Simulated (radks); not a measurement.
Spherical jellium clusters: N electrons in a uniform positive sphere of charge N and radius rs N^(1/3), rs = 5.31 bohr. Level of theory: non-relativistic Kohn-Sham, PBE, spin-polarised, spherical densities (a radial shooting solver with Libxc functionals). Levels are named by radial order and angular momentum (1s, 1p, 1d, 2s, ...), and open shells are averaged over m. Each electron was tried in the lowest free levels, single moves between levels near the top were tried too, and the lowest total energy was kept; such a search can miss a lower state. The series stops at N = 8: beyond it a trial failed or the search could not be trusted, so later rows were left out. Energies include the self-energy of the background; IP and EA are vertical (highest electron removed, lowest free level filled), at fixed background; spill-out counts the electrons outside the background radius R, and alpha is the static dipole polarisability from linear response (closed shells only). A dash means not computed or, for alpha, an open shell; in EA it means that no bound solution was reached, which is typical of self-interaction and does not show that the anion is unstable. Real open-shell clusters deform, which this model forbids.

N	open shells	2S	E/N (eV)	E(N+1) + E(N-1) - 2E(N) (eV)	IP (eV)	EA (eV)	-e(HOMO) (eV)	spill-out (e)
1	1s(up 1, down 0)	1	-1.478	-	-	-	2.559	0.27
2	none	0	-1.675	0.572	4.155	-	2.552	0.42
3	1p(up 1, down 0)	1	-1.549	-0.481	3.297	-	1.944	0.64
4	1p(up 2, down 0)	2	-1.607	-0.284	3.657	-	2.292	0.77
5	1p(up 3, down 0)	3	-1.698	0.400	3.824	-	2.500	0.86
6	1p(up 3, down 1)	2	-1.692	-0.321	3.327	-	2.192	0.98
7	1p(up 3, down 2)	1	-1.734	-0.194	3.586	1.320	2.428	1.07
8	none	0	-1.789	-	3.722	-	2.579	1.15

All shells are closed at N = 2, 8 (there: 1s2 1p6); the second difference of the energy has clear peaks (12 % above both neighbours; the first and last values, which can be the largest, are not judged, and half-filled shells can peak too) at N = 5.
